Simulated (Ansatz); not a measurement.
Cost and result up the ladder for Mo(NH)2(NH2)2 (MoN₄H₆) (11 atoms). Total charge 0; singlet. Geometry: B3LYP-D4/def2-SVP.

Cartesian coordinates in Å:
```
Mo -0.066 0.081 -0.174
N 0.246 -0.671 -1.715
N -0.974 1.568 -0.215
N 1.671 0.490 0.625
N -1.100 -1.194 0.889
H 0.214 -0.777 -2.727
H -1.485 2.340 -0.637
H 1.845 1.280 1.240
H 2.535 0.010 0.390
H -1.099 -2.198 0.736
H -1.789 -0.929 1.587
```

Ansatz on 2 threads of Intel Xeon 6975P-C on a shared host. Times are rough, and most runs start from the orbitals of an earlier one. No level here is sound enough to serve as a yardstick. Binding counts from free atoms at the same level (Mo septet, N quartet, H doublet; other spins of the atoms weren't run), without zero-point energy or a counterpoise term.

In the def2 sets Mo takes a core potential; there is no spin–orbit coupling. LC-ωPBE has ω = 0.4 bohr⁻¹. No other spin state of charge 0 was run. Another isomer (singlet) lies 0.51 eV lower at PBE0-D4/def2-TZVP; other spin states weren't run for this one.

Run but left out: HF/def2-TZVP, MP2/def2-TZVP, CCSD(T)/def2-SVP (restricted singlet, unstable towards broken spin symmetry); BHLYP-D4/def2-TZVP (restricted singlet, unstable in another Hartree–Fock run and untested here).

| level | functions | binding energy per atom (eV) | remarks |
| --- | --- | --- | --- |
| PBE-D4/def2-SVP | 117 | 3.87 | restricted SCF unstable in HF |
| PBE-D4/def2-TZVP (with forces) | 200 | 3.85 | restricted SCF unstable in HF |
| LC-ωPBE/def2-TZVP | 200 | 3.55 | restricted SCF unstable in HF |
| PBE0-D4/def2-TZVP | 200 | 3.60 | restricted SCF unstable in HF |
| PBE0-D4/def2-SVP | 117 | 3.61 | restricted SCF unstable in HF |
| r2SCAN-D4/def2-TZVP | 200 | 3.62 | restricted SCF unstable in HF |

Task: Estimate how long each takes.

Result: PBE-D4/def2-SVP 1.4 s; PBE0-D4/def2-SVP 1.6 s; PBE-D4/def2-TZVP (with forces) 2.8 s; LC-ωPBE/def2-TZVP 2.9 s; PBE0-D4/def2-TZVP 3.3 s; r2SCAN-D4/def2-TZVP 3.3 s. On shared hardware such times vary by a factor of up to 3.
